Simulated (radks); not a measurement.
These are the eigenvalues of the occupied orbitals of an atom or ion with whole-number occupations (Ry). Method: scalar-relativistic Kohn-Sham, LDA (Slater exchange, Perdew-Wang correlation), spin-polarised, spherical densities, finite nucleus; Fermi nuclear charge, rms radius of each element as measured or else 0.836 A^(1/3) + 0.57 fm; computed with a radial shooting solver on a logarithmic mesh with Libxc functionals.

orbital  eigenvalue
1s up     -4353.281
1s down   -4353.280
2s up     -734.9960
2s down   -734.9940
2p up     -649.4052
2p down   -649.4036
3s up     -165.5404
3s down   -165.5072
3p up     -139.6123
3p down   -139.5793
3d up     -107.4972
3d down   -107.4714
4s up     -32.98539
4s down   -32.91999
4p up     -24.45808
4p down   -24.39378
4d up     -13.12336
4d down   -13.06051
5s up      -4.44856
5s down    -4.41490
5p up      -2.49967
5p down    -2.46976
4f up      -0.76332
6s up      -0.71718
4f down    -0.70693

Which element is it, and in what charge state? The configuration may be excited. Open shells, if any, are filled with parallel spins first.

Answer. Z = 69, thulium, charge +1: Tm+ in [Xe] 4f13 6s1. The list shows which subshells hold electrons but not how many an open one holds; the 1s level, -2176.6 hartree, gives Z - s = 66.0 by -(Z - s)^2/2, which with screening and relativity narrows Z to a few neighbours, and the depths of the outer levels then fix element, charge and occupations together.
